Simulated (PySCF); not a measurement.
An unknown is described by computed data only.

Formula: C6H11N.

* 13C NMR: chemical shifts (computed TMS as zero) by class: 155.5 (1 C), 139.9 (1 C), 131.9 (1 C), 124.3 (1 C), 50.4 (1 C), 19.0 (1 C) ppm [GIAO PBE0/pcSseg-1]
* Polarisability: 86.0 au [PBE0/def2-SVPD]
* NMR, other nuclei: isotropic shieldings of nuclei other than C and H, by class: 227 (1 N) ppm [GIAO PBE0/pcSseg-1]
* Triplet: lowest triplet excitation (Tamm–Dancoff): 3.21 eV [TDA PBE0/def2-SVPD]
* UV, first state: lowest singlet excitation: 5.27 eV (235 nm, f = 0.038) [TDDFT PBE0/def2-SVPD]
* Dipole: 1.60 D [PBE0/def2-SVPD]
* Rotational structure: rotational constants A, B, C: 4.202, 1.746, 1.291 GHz [GFN2-xTB]
* 1H NMR: chemical shifts (computed TMS as zero) by class: 6.40 (1 H), 6.35 (1 H), 5.69 (1 H), 5.49 (1 H), 3.94 (2 H), 1.89 (3 H), 0.60 (2 H) ppm [GIAO PBE0/pcSseg-1]
* UV, strongest line: among the 6 lowest singlet transitions: S2 at 5.60 eV (221 nm, f = 0.471) [TDDFT PBE0/def2-SVPD]

Gas-phase values; electronic properties from PySCF, density fitting. Levels stand in brackets. One conformer (not necessarily the lowest) at the GFN2-xTB geometry, without solvent, vibrations or thermal averaging. NMR values are class means; diastereotopic atoms form classes of their own.

**Question.** What is the compound? Reason from the data.

**Answer.** Numbering: `[CH2:1]=[C:2](/[CH:3]=[CH:4]\[CH3:5])[CH2:6][NH2:7]`. Its formula, C6H11N, gives 2 degrees of unsaturation: 0 rings and 2 π bonds in the structure found. 6 carbons fall into 6 classes; from least to most shielded: fully substituted alkene carbon [C2] (155.5 ppm), alkene CH carbon [C3] (139.9 ppm), alkene CH carbon [C4] (131.9 ppm), terminal =CH2 carbon [C1] (124.3 ppm), sp3 carbon bound to nitrogen [C6] (50.4 ppm), allylic carbon [C5] (19.0 ppm). Hydrogen classes from least to most shielded: 1 H on an alkene CH carbon, C3 (6.40 ppm), 1 H on a terminal =CH2 carbon, C1 (6.35 ppm), 1 H on an alkene CH carbon, C4 (5.69 ppm), 1 H on a terminal =CH2 carbon, C1 (5.49 ppm), 2 H on an sp3 carbon bound to nitrogen, C6 (3.94 ppm), 3 H on an allylic carbon, C5 (1.89 ppm), 2 H on a primary amine nitrogen, N7 (0.60 ppm, a mean of values up to 0.9 ppm apart in this geometry). The other shieldings belong to: 227 ppm, primary amine nitrogen [N7]. S1 is mainly HOMO−1→LUMO (weight 0.82); the largest Löwdin shares of the orbital it empties are 0.61 on the primary amine nitrogen, 0.12 on the sp3 carbon bound to nitrogen, 0.06 on a methylene hydrogen and 0.05 on an N–H hydrogen, of the orbital it fills 0.24 on the terminal =CH2 carbon, 0.20 on an alkene CH carbon, 0.17 on the fully substituted alkene carbon and 0.14 on an alkene CH carbon. The optimised geometry has point group C1 and is an asymmetric top. Structure: `C=C(/C=C\C)CN`. Computed isomers that give other values at the same levels: `CN=C1CC(C)C1` (13C chemical shifts (computed TMS as zero) by class: 169.4 (1 C), 46.6 (1 C), 42.3 (1 C), 40.4 (1 C), 24.7 (1 C), 22.6 (1 C) ppm); `[H]/N=C1/CCC[C@H]1C` (13C chemical shifts (computed TMS as zero) by class: 194.7 (1 C), 43.1 (1 C), 39.7 (1 C), 37.9 (1 C), 26.1 (1 C), 19.0 (1 C) ppm); `CCN=C1CCC1` (13C chemical shifts (computed TMS as zero) by class: 170.5 (1 C), 50.7 (1 C), 39.4 (1 C), 33.7 (1 C), 18.9 (1 C), 13.3 (1 C) ppm). The assignments are read from this structure; whether some other isomer fits the data as well wasn't checked.

The values belong to the conformer `[CH2:1]=[C:2](/[CH:3]=[CH:4]\[CH3:5])[CH2:6][NH2:7]`: C1–C2–C3–C4 -161°, C1–C2–C6–N7 -20°, H–N7–C6–C2 180°, H–N7–C6–C2 -61°.
